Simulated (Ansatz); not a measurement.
```xyz
9

C     1.922   -0.056   -0.079
Cu    0.023   -0.001   -0.001
N    -1.951    0.057    0.080
H     2.313   -0.971    0.380
H     2.367    0.795    0.449
H     2.280   -0.026   -1.114
H    -2.273    0.851    0.624
H    -2.326   -0.783    0.508
H    -2.355    0.136   -0.848
```

Charge 0, multiplicity 1.

**Question.** List the B3LYP/def2-TZVPP orbital energies in eV (the Gaussian-basis code of Ansatz). (Estimate.)

**Answer.** Ansatz gave: Occupied: -8788.59, -1055.22, -924.76, -924.67, -924.67, -391.21, -274.64, -115.96, -75.08, -74.87, -74.87, -25.36, -16.72, -14.68, -14.68, -11.07, -9.25, -9.25, -6.93, -6.60, -6.60, -6.55, -6.55, -5.28. Lowest empty: -0.72, 1.31, 1.50, 1.50, 2.01, 2.01, 3.70, 3.76.

B3LYP here is the variant with VWN-RPA as its local correlation; programs differ in this.
